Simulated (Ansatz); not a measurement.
C2H6B, doublet, at a GFN2-xTB geometry. Base run: CAM-B3LYP/cc-pVDZ run with Ansatz (a first-principles code).

Input for Ansatz:
Ansatz 0.2 input:
```yaml
crystal:
  periodic: [false, false, false]
  atoms:
    - {symbol: C, position_ang: [1.37748544, -0.08453153, 0.14048362]}
    - {symbol: B, position_ang: [0.02649544, 0.29523667, -0.54583626]}
    - {symbol: C, position_ang: [-1.38643265, -0.01516650, 0.04383900]}
    - {symbol: H, position_ang: [1.60841259, -1.11719610, -0.13034565]}
    - {symbol: H, position_ang: [2.24036755, 0.51069630, -0.15720758]}
    - {symbol: H, position_ang: [1.31883806, -0.05461498, 1.23178911]}
    - {symbol: H, position_ang: [-1.40860248, -0.94562308, 0.61746017]}
    - {symbol: H, position_ang: [-2.19971890, -0.05775153, -0.68020086]}
    - {symbol: H, position_ang: [-1.63809079, 0.78649418, 0.74175039]}
basis:
  gaussian:
    orbitals: cc-pVDZ
hamiltonian:
  xc: cam_b3lyp
magnetization: {spin_polarized: true, initial_magnetization: 1}
```

The base run was repeated with changes; each row names its change, and settings that it needs were set with it.

```json
[
 {"change": "base", "ΔE vs base (mEh)": "0.000"},
 {"change": "lower_state_search = full", "ΔE vs base (mEh)": "0.000"},
 {"change": "final_grid = 14, 28, 59", "ΔE vs base (mEh)": "0.000"},
 {"change": "final_grid = 10, 20, 41", "ΔE vs base (mEh)": "0.000"},
 {"change": "point_charge = charge:-1.0 position_ang:-0.9149, -2.154, 4.9762", "ΔE vs base (mEh)": "-3.783"},
 {"change": "forces = on", "ΔE vs base (mEh)": "-0.007"},
 {"change": "final_grid = 6, 12, 29", "ΔE vs base (mEh)": "0.001"},
 {"change": "point_charge = charge:1.0 position_ang:1.9142, -4.8022, -1.4415", "ΔE vs base (mEh)": "0.312"},
 {"change": "lower_state_search = off", "ΔE vs base (mEh)": "0.000"},
 {"change": "fitting.mean_field = def2-universal-JKFIT", "ΔE vs base (mEh)": "-0.066"},
 {"change": "lower_state_search = light", "ΔE vs base (mEh)": "0.000"}
]
```
